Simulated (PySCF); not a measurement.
Ga(OMe)2(SeH), SMILES C[O][Ga]([O]C)[SeH], singlet (B3LYP/def2-SVP optimised geometry):

```
13

Ga    -0.246     0.559     0.000
O      0.645     2.101     0.006
C      2.051     2.228     0.003
H      2.376     2.797    -0.887
H      2.382     2.788     0.896
H      2.579     1.257    -0.004
O      0.751    -0.923    -0.006
C      0.297    -2.254    -0.026
H     -0.806    -2.349    -0.041
H      0.685    -2.778    -0.918
H      0.662    -2.797     0.866
Se    -2.578     0.559     0.000
H     -2.579     2.036     0.000
```

Level of theory: PySCF with B3LYP/def2-TZVP.

**Question.** What are the frontier orbital energies and the dipole moment?

**Answer.** HOMO-2 -7.93 eV, HOMO-1 -7.55 eV, HOMO -7.12 eV, LUMO -1.25 eV, LUMO+1 -0.45 eV; dipole moment 0.62 D.

On the same geometry PySCF 2.14.0 with PBE/def2-TZVP gives HOMO-2 -6.68 eV, HOMO-1 -6.26 eV, HOMO -6.13 eV, LUMO -1.86 eV, LUMO+1 -0.96 eV; dipole moment 0.56 D.

Meta-Löwdin charges at B3LYP/def2-TZVP: Ga1 0.83, O2 -0.57, C3 -0.10, H4 0.10, H5 0.10, H6 0.10, O7 -0.57, C8 -0.09, H9 0.08, H10 0.11, H11 0.11, Se12 -0.20, H13 0.09.
